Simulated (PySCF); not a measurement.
Bond stretch in IBr, singlet.

Levels of theory: RKS-M06-2X = PySCF 2.14.0 with restricted M06-2X/def2-TZVP, def2 effective core potentials past Kr; UKS-M06-2X = unrestricted M06-2X/def2-TZVP, def2 effective core potentials past Kr in PySCF; RKS-r2SCAN = restricted r2SCAN/def2-TZVP, def2 effective core potentials past Kr run with PySCF.

Magnitude of the dipole moment (D; its direction can reverse along the curve, and a method can change to another solution) and Mulliken charge of the fragment that holds I1:

```
R / Å  μ RKS-M06-2X  q RKS-M06-2X  μ UKS-M06-2X  q UKS-M06-2X  μ RKS-r2SCAN  q RKS-r2SCAN
-----  ------------  ------------  ------------  ------------  ------------  ------------
1.97           0.05          0.16          0.05          0.16          0.14          0.17
2.11           0.22          0.16          0.22          0.16          0.13          0.16
2.20           0.38          0.14          0.38          0.14          0.29          0.15
2.31           0.57          0.13          0.57          0.13          0.47          0.14
2.39           0.70          0.12          0.70          0.12          0.58          0.13
2.46           0.81          0.11          0.81          0.11          0.68          0.12
2.54           0.93          0.11          0.93          0.11          0.78          0.11
2.60           1.02          0.11          1.02          0.11          0.85          0.11
2.73           1.20          0.11          1.20          0.11          0.99          0.10
2.84           1.34          0.11          1.34          0.11          1.09          0.10
3.05           1.60          0.12          1.13          0.09          1.26          0.10
3.32           1.89          0.13          0.55          0.04          1.42          0.10
3.71           2.25          0.13          0.28          0.02             —             —
4.10           2.48          0.13          0.14          0.01             —             —
4.47           2.61          0.12          0.17          0.00             —             —
4.88           2.72          0.12          0.11          0.00             —             —
5.40           2.84          0.11          0.06          0.00             —             —
5.98           2.99          0.11          0.00          0.00             —             —
6.60           3.16          0.10          0.00          0.00             —             —
7.32           3.39          0.10          0.01          0.00             —             —
```

Dashes: no converged value, or the column stops at the first point that the program doubted or that broke a chosen test of continuity, which isn't proof of a fault.

The restricted form behind RKS-M06-2X, RKS-r2SCAN keeps the bonding electrons paired and can't separate into open-shell fragments. The unrestricted determinant behind UKS-M06-2X is spin-contaminated at 3.05 to 7.32 Å (<S²> up to 1.0, against 0.00 for a pure singlet).
